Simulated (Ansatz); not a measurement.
Forces on Nd(NH2)3 (NdN3H6) at its PBE-D4/def2-SVP geometry. The state is a quartet with charge 0.

In the def2 sets Nd takes a core potential; there is no spin–orbit coupling. With an open 4f shell the SCF may have ended on a state above the lowest.

PBE-D4/def2-TZVP (Ansatz), largest force 0.34 eV/Å:

```xyz
10
positions Å, forces eV/Å
Nd   -0.047    0.346   -0.128    0.001   -0.028    0.014
N    -0.027   -0.721   -2.092    0.028   -0.214   -0.262
H    -0.814   -1.060   -2.666    0.161    0.112    0.179
H     0.815   -1.106   -2.547   -0.183    0.133    0.133
N     1.904    0.665    0.914    0.290   -0.009    0.178
H     2.031    0.742    1.935   -0.080    0.001   -0.250
H     2.861    0.633    0.532   -0.264    0.004    0.046
N    -1.903    0.237    1.112   -0.268   -0.087    0.190
H    -2.752   -0.294    0.862    0.223    0.143    0.014
H    -2.069    0.558    2.078    0.092   -0.054   -0.242
```

r2SCAN-D4/def2-TZVP (Ansatz), largest force 0.60 eV/Å:

```
Nd 0.005 -0.061 0.026
N 0.045 -0.380 -0.466
H 0.416 0.208 0.354
H -0.453 0.252 0.258
N 0.514 -0.016 0.319
H -0.103 -0.015 -0.570
H -0.559 0.009 0.178
N -0.476 -0.149 0.341
H 0.476 0.318 0.103
H 0.135 -0.165 -0.543
```
